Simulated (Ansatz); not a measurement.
As₄S₆. Charge 0, multiplicity 3. Geometry r2SCAN-D4/def2-SVP, that of the neutral singlet; atoms count from 1.

```xyz
10

As   -1.467   -1.831   -0.059
S    -2.445    0.042    0.747
As   -1.125    1.877    0.851
S     0.665    1.292    2.104
As    1.830   -0.507    1.380
S     0.342   -2.206    1.246
S     2.445   -0.043   -0.747
As    0.762    0.462   -2.172
S    -0.665   -1.292   -2.104
S    -0.342    2.207   -1.246
```

At PBE0-D4/def2-SVP a singlet of charge 0 lies 3.47 eV below the triplet at the same geometry.

**Question.** Estimate the Mulliken populations from the PBE0/def2-SVP orbitals of Ansatz.

**Answer.** 
```csv
atom,charge (e),spin (α − β)
As1,0.33,0.20
S2,-0.24,0.05
As3,0.31,0.42
S4,-0.22,0.07
As5,0.33,0.20
S6,-0.23,0.07
S7,-0.24,0.05
As8,0.31,0.42
S9,-0.22,0.07
S10,-0.15,0.44
```
Mulliken values and Mayer orders depend strongly on the basis.

**Question.** Where does the spin sit?

**Answer.** Summed by element: As 1.25, S 0.75, of 2 unpaired in all. Largest on single atoms: S10 0.44, As3 0.42, As8 0.42.

**Question.** And the Mayer bond orders between bonded heavy atoms (over 0.3)?

**Answer.** As1–S2 0.94 (2.26 Å); As1–S6 0.96 (2.26 Å); As1–S9 0.93 (2.26 Å); S2–As3 1.03 (2.26 Å); As3–S4 1.00 (2.26 Å); As3–S10 0.84 (2.26 Å); S4–As5 0.93 (2.26 Å); As5–S6 0.96 (2.26 Å); As5–S7 0.94 (2.26 Å); S7–As8 1.03 (2.26 Å); As8–S9 1.00 (2.26 Å); As8–S10 0.84 (2.26 Å).
